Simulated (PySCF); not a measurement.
Input of a run (PBE0-D3(BJ)/def2-SVP geometry optimisation, gas phase (PySCF 2.14.0)), started from GFN2-xTB:
```
{"job": {"xc": "PBE0", "basis": "def2-SVP", "d3": "d3bj", "grid": 1, "kind": "geom"}, "charge": 0, "multiplicity": 1}
C      2.239876    -1.018334     0.656791
C      1.154314    -1.063399    -0.376324
C      0.427905    -0.050033    -0.724180
C     -0.317467     0.972527    -1.044702
C     -1.588780     1.311983    -0.374820
C     -1.979154     0.420706     0.778989
O     -2.258459     2.254160    -0.730955
H      2.321890    -0.025655     1.091215
H      2.028016    -1.737127     1.447776
H      3.193914    -1.286088     0.204016
H      0.998360    -2.022482    -0.854865
H     -0.030829     1.638350    -1.848934
H     -1.266758     0.553475     1.591077
H     -1.952685    -0.622245     0.473517
H     -2.974556     0.682150     1.128278
```

Output (energies in Eh, forces in Eh/bohr):
```
step   0  E = -308.03975709  max force = 0.013529
step   1  E = -308.04161205  max force = 0.002199
step   2  E = -308.04162352  max force = 0.001153
step   3  E = -308.04163957  max force = 0.000591
step   4  E = -308.04164193  max force = 0.000105
optimisation converged
```

Q: Summarise the run.

A: The energy falls by 4.9 kJ/mol over 5 energy and gradient evaluations, the largest force component goes from 0.0135 to 1.1e-04 Eh/bohr, and the atoms move by 0.054 Å rms after alignment. The bond that changes most is C2–H11 (outer carbon of cumulated double bonds to hydrogen on carbon), which lengthens by 0.016 Å. Bonds longer at the end by more than 0.005 Å: 11 of 14; shorter: 0. Among the angles that change most is C3–C2–H11, from 119.6° to 117.2°. The energy never rose by more than 1e-6 Eh on the way. The first step brought 98 % of the lowering.

Q: What are the final bond lengths?

A: C1–C2 1.499 Å, C2=C3 1.308 Å, C3=C4 1.316 Å, C4–C5 1.490 Å, C5–C6 1.508 Å, C5=O7 1.210 Å, C1–H8 1.098 Å, C1–H9 1.102 Å, C1–H10 1.102 Å, C2–H11 1.099 Å, C4–H12 1.096 Å, C6–H13 1.101 Å, C6–H14 1.100 Å, C6–H15 1.097 Å. Numbering counts from 1 in the input's order; the species is `CC=C=CC(C)=O`.

The run used 138 basis functions and 34 SCF cycles in all. On an Arm Neoverse V2 with one thread, shared host, this took 30 s wall.

Stationary, but not proved a minimum. One conformer, not necessarily the lowest.

The values belong to the conformer `[CH3:1][CH:2]=[C:3]=[CH:4][C:5]([CH3:6])=[O:7]`: C3–C4–C5–C6 2°.
